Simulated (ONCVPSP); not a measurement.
# Configuration tests for K (ONCV)

ONCVPSP 4.0.1 input, shortened (lines: element, Z, core and valence counts, functional; n l f; lmax; l rc ep ncon nbas qcut; lloc lpopt rc5 dvloc0; l nproj debl; icmod fcfact rcfact), LDA (Perdew-Wang 92), fully relativistic:

```
  K 19.00    3    3  -001012      upf
    1    0    2.00
    2    0    2.00
    2    1    6.00
    3    0    2.00
    3    1    6.00
    4    0    1.00
    2
    0    2.25    0.00    4    9    6.20
    1    2.00    0.00    3    6    5.80
    2    1.90    0.27    4    9    5.20
    4    1    1.65    0.00
    0    2    2.80
    1    2    3.90
    2    2    2.70
    3    1.75    1.05
```

Open shells are filled in proportion to 2j + 1.

Energies are relative to the spin-unpolarised reference configuration 3s2 3p6 4s1; without spin polarisation the order of configurations can differ from experiment.

| valence configuration | charge | ΔE all-electron (eV) | error AE − PS (meV) |
| --- | --- | --- | --- |
| 3s2 3p6 4s0 | +1 | 4.404 | -0.1 |
| 3s2 3p6 4s0.5 | +0.5 | 1.708 | 0.0 |
| 3s1 3p6 4s1 | +1 | 41.835 | -152 |

What are ΔE and the potential's error for 3s2 3p6 4s0 4p1?

ΔE = 1.628 eV all-electron; the error (AE − PS) is -0.5 meV.

These tests converged, but a pseudo level misses the all-electron one widely, so the file describes the atom poorly there or has found another state: 3s2 3p6 4s0 4p1: empty 4s by 3.0 eV.
